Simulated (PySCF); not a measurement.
SMILES O=C[NH] (CH2NO), doublet (B3LYP/def2-SVP optimised geometry):

```
5

N     -0.353    -1.132     0.149
C      0.237     0.086     0.000
O     -0.412     1.132     0.000
H     -1.348    -1.040    -0.114
H      1.348     0.086     0.000
```

Level of theory: unrestricted B3LYP/def2-TZVP in PySCF.

Question: What are the frontier orbital energies (α orbitals alone; a β orbital can be the lowest empty one) and the dipole moment?

Answer: HOMO-2 -10.02 eV, HOMO-1 -9.28 eV, HOMO -8.39 eV, LUMO -0.85 eV, LUMO+1 1.10 eV; dipole moment 1.13 D.

On the same geometry PySCF with unrestricted PBE/def2-TZVP gives HOMO-2 -8.63 eV, HOMO-1 -7.78 eV, HOMO -7.11 eV, LUMO -1.61 eV, LUMO+1 0.70 eV; dipole moment 0.99 D.

Meta-Löwdin charges at B3LYP/def2-TZVP: N1 -0.29, C2 0.31, O3 -0.36, H4 0.24, H5 0.10.
